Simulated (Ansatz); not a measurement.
Level of theory: frozen-core CCSD(T)/cc-pVTZ // PBE-D3(BJ)/def2-TZVP in Ansatz (an electronic-structure program). The restricted HF reference is unstable towards unrestricted orbitals.

Ansatz 0.2 input:
```yaml
crystal:
  periodic: [false, false, false]
  atoms:
    - { symbol: B, position_ang: [1.969317, -0.053247, 0.621987] }
    - { symbol: C, position_ang: [0.633817, -0.051302, 0.412692] }
    - { symbol: C, position_ang: [-0.686951, -0.136315, 0.272128] }
    - { symbol: O, position_ang: [-1.406718, 0.721838, -0.49331] }
    - { symbol: H, position_ang: [3.13467, -0.041483, 0.794573] }
    - { symbol: H, position_ang: [-1.294665, -0.910692, 0.767416] }
    - { symbol: H, position_ang: [-2.349463, 0.471205, -0.449314] }
basis:
  gaussian: { orbitals: cc-pVTZ }
correlation:
  method: ccsd_t
```

Output:

```
Functional definition: HF
949 factors; integrals over basis functions are off by at most 1.2e-3 eV
mean field evaluation 1: about -4812.3436 eV, gradient 3.8e1 eV
mean field evaluation 2: about -4812.3470 eV, gradient 3.8e1 eV
mean field evaluation 4: about -4815.9797 eV, gradient 3.6e0 eV
mean field evaluation 8: about -4816.0495 eV, gradient 2.7e-1 eV
mean field evaluation 16: about -4815.9764 eV, gradient 3.6e0 eV
mean field -4816.05088492 eV, -176.9866055844 hartree, gradient 7.2e-6 eV, S^2 0.000000; 0 other end points of the search recorded, 0 dependent functions left out; unrestricted orbitals would lower it
4 core orbitals not correlated
reference -4816.05088492 eV, -176.9866055844 hartree; 10, 10 occupied and 148, 148 virtual orbitals, 949 factors
second order -17.51214930 eV of doubles, -0.00000000 eV of singles
cycle   1  -17.38078169 eV  change    1.3e-1 eV  update   1.1e-1
cycle   2  -17.87255939 eV  change   -4.9e-1 eV  update   3.7e-2
cycle   3  -18.00558538 eV  change   -1.3e-1 eV  update   2.1e-2
cycle   4  -17.99653118 eV  change    9.1e-3 eV  update   5.8e-3
cycle   5  -17.99200714 eV  change    4.5e-3 eV  update   3.4e-3
cycle   6  -17.99332578 eV  change   -1.3e-3 eV  update   1.4e-3
cycle   7  -17.99307792 eV  change    2.5e-4 eV  update   6.6e-4
cycle   8  -17.99286385 eV  change    2.1e-4 eV  update   2.8e-4
cycle   9  -17.99293680 eV  change   -7.3e-5 eV  update   1.0e-4
cycle  10  -17.99293709 eV  change   -2.9e-7 eV  update   3.6e-5
cycle  11  -17.99291063 eV  change    2.6e-5 eV  update   1.5e-5
cycle  12  -17.99292550 eV  change   -1.5e-5 eV  update   6.1e-6
perturbative correction -0.90855294 eV, -0.0333887048 hartree
Total energy: -4834.95236336 eV, -177.6812221052 hartree
```

Cost: roughly 60 core-seconds.
